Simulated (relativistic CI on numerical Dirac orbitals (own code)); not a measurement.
# Pr4+: M4,5 absorption edge

Computed with this model: Dirac-Coulomb-Breit CI, KLI orbitals optimised for each configuration, a model potential for QED, valence Slater integrals scaled by 0.8, multiplet model of core-to-valence dipole absorption; configurations [Xe] 4f → [Ar] 3d9 4s2 4p6 4d10 4f2 5s2 5p6; 300 K; Lorentzian 0.9 eV and Gaussian 0.4 eV FWHM. Energies are those of the free ion, without screening or charge transfer. The branching ratio is the share of the lower-energy edge in the whole absorption, uncertain by about 0.02 where the edges overlap. S is read from ⟨S²⟩ = S(S + 1).

Computed curve for free ion, scaled to 100 at the maximum (points under 2 are left out and the grid is thinned):

(Energy (eV), Intensity): (930.4, 2.1), (930.9, 3.1), (931.5, 3.5), (932.0, 3.7), (932.5, 5.2), (933.1, 7.7), (933.6, 9.8), (934.1, 15.5), (934.6, 33.7), (935.2, 54.5), (935.7, 56.8), (936.2, 71.2), (936.8, 71.7), (937.3, 29.7), (937.8, 13.3), (938.4, 7.2), (938.9, 4.9), (939.4, 3.4), (940.0, 2.4), (949.5, 2.2), (950.0, 3.1), (950.5, 5.1), (951.1, 10.0), (951.6, 15.3), (952.1, 14.2), (952.7, 19.6), (953.2, 37.3), (953.7, 35.8), (954.3, 28.1), (954.8, 42.6), (955.3, 89.5), (955.9, 80.7), (956.4, 39.2), (956.9, 18.2), (957.4, 9.8), (958.0, 6.9), (958.5, 8.0), (959.0, 6.3), (959.6, 3.1), (960.1, 2.1)

The ground state has S = 0.50, and the centroid lies at 946.14 eV.
